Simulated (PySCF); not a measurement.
## Correlation energy of He (helium, neutral)

1s1 2s1, high-spin 3S determinant (an excited configuration). Computed with PySCF 2.14 in aug-cc-pVQZ, with the non-relativistic Hamiltonian (point nucleus). Frozen: nothing; 2 electrons correlated.

With two correlated electrons CCSD is exact within the correlated space (frozen core and kept virtual orbitals).

| level | correlation energy (mhartree) |
| --- | --- |
| CCSD | -1.04 |

Diagnostics: T1 = 0.0015, D1 = 0.0030, largest double amplitude 0.011.

Is a single reference adequate?

Yes: T1 lies below 0.03 and no double amplitude reaches 0.07.
